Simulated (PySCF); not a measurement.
C5H8Si, SMILES [SiH3][C@@H]1[C@H](C#C)C1.

Geometry optimised at ωB97X-D3(BJ)/def2-SVP. The structure was generated by enumeration; whether it is a known compound was not checked.

Level of theory: ωB97X-D3(BJ)/def2-SVP (PySCF).

Frequencies are harmonic and unscaled.

```csv
mode,ν (cm⁻¹),IR (km/mol),moving atoms (share of kinetic energy)
1,91,0.1,"C 40 %, H 35 %, Si 25 %"
2,149,0.2,"H 77 %, C 15 %"
3,185,1.1,"C 65 %, H 31 %"
4,251,1.6,"C 66 %, H 32 %"
5,280,2.5,"C 57 %, H 25 %, Si 18 %"
6,517,14.4,"C 75 %, H 23 %"
7,534,10.1,"C 63 %, H 35 %"
8,589,7.5,"H 40 %, C 34 %, Si 27 %"
9,680,28.8,"H 74 %, C 15 %, Si 12 %"
10,706,37.2,"H 76 %, C 24 %"
11,734,35.0,"H 53 %, C 37 %, Si 10 %"
12,745,33.0,"H 75 %, C 25 %"
13,798,3.4,"C 59 %, H 40 %"
14,861,13.0,"H 82 %, C 17 %"
15,943,244.8,"H 90 %, Si 9 %"
16,957,59.7,"H 84 %, C 13 %"
17,967,61.6,H 92 %
18,976,7.2,"C 59 %, H 40 %"
19,1018,10.9,"C 51 %, H 48 %"
20,1027,18.7,"H 52 %, C 48 %"
21,1095,2.3,"H 71 %, C 29 %"
22,1121,0.6,"H 84 %, C 16 %"
23,1144,0.8,"H 68 %, C 32 %"
24,1214,1.1,"H 71 %, C 29 %"
25,1327,14.2,"H 55 %, C 45 %"
26,1403,7.3,"H 55 %, C 45 %"
27,1495,2.7,"H 59 %, C 41 %"
28,2247,145.1,H 97 %
29,2259,89.3,H 96 %
30,2267,61.2,"H 71 %, C 27 %"
31,2271,37.8,"C 62 %, H 37 %"
32,3160,7.6,H 95 %
33,3180,1.1,"H 92 %, C 8 %"
34,3193,3.3,"H 92 %, C 8 %"
35,3260,2.5,"H 89 %, C 11 %"
36,3486,75.5,"H 85 %, C 15 %"
```
